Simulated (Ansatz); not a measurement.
HBr, triplet, at the geometry of the source list (a higher spin typed on purpose: for a closed-shell molecule this is an excited state); Ansatz (a quantum-chemistry and plane-wave program) with HF/def2-SVPD.

Here is a job for Ansatz.
Ansatz 0.2 input:
```yaml
crystal:
  periodic: [false, false, false]
  atoms:
    - {symbol: Br, position_ang: [0.70040000, 0.00000000, 0.00000000]}
    - {symbol: H, position_ang: [-0.70040000, 0.00000000, 0.00000000]}
basis:
  gaussian:
    orbitals: def2-SVPD
hamiltonian:
  xc: hf
magnetization: {spin_polarized: true, initial_magnetization: 2}
```

**Question.** Predict the main parts of the log of this Ansatz run.

**Answer.** 
```
Functional definition: HF
474 factors; integrals over basis functions are off by at most 1.1e-3 eV
mean field evaluation 1: about -69999.7932 eV, gradient 7.8e0 eV
mean field evaluation 2: about -69999.7994 eV, gradient 7.8e0 eV
mean field evaluation 4: about -70000.3449 eV, gradient 1.4e0 eV
mean field evaluation 8: about -70000.3665 eV, gradient 8.1e-2 eV
mean field evaluation 16: about -70000.2372 eV, gradient 3.6e0 eV
mean field -70000.36698586 eV, -2572.4660387775 hartree, gradient 2.3e-5 eV, S^2 2.011866; 0 other end points of the search recorded, 0 dependent functions left out
reference -70000.36698586 eV, -2572.4660387775 hartree; 19, 17 occupied and 30, 32 virtual orbitals, 474 factors
Total energy: -70000.36698586 eV, -2572.4660387775 hartree
```
